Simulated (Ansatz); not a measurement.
`[NH2][Ta]([NH2])([F])=[S]`. Charge 0, multiplicity 1. Correlated methods include outer-core shells of Ta, which these sets cover unevenly. Ta takes the def2 core potential.

Z-matrix (Å, degrees):
```
Ta
N 1 1.965
F 1 1.884 2 108.3
N 1 1.965 2 111.3 3 119.0
S 1 2.163 2 107.8 3 -123.0
H 2 1.011 1 124.8 3 -62.9
H 2 1.009 1 124.8 3 120.9
H 4 1.009 1 124.9 2 119.9
H 4 1.011 1 124.7 2 -56.5
```

Problem. Give the diagnostics of a CCSD(T)/def2-TZVPP run (frozen core, Ansatz). (An estimate is asked.)

Solution. The calculation gave: T1 = 0.0200, largest single amplitude 0.051, largest double 0.053, (T) share of the correlation energy 4.7 %, 12 CCSD cycles. The RHF solution is stable towards an unrestricted one. T1 lies over the customary mark of 0.02 for closed shells; compounds of d metals often pass it without a breakdown.
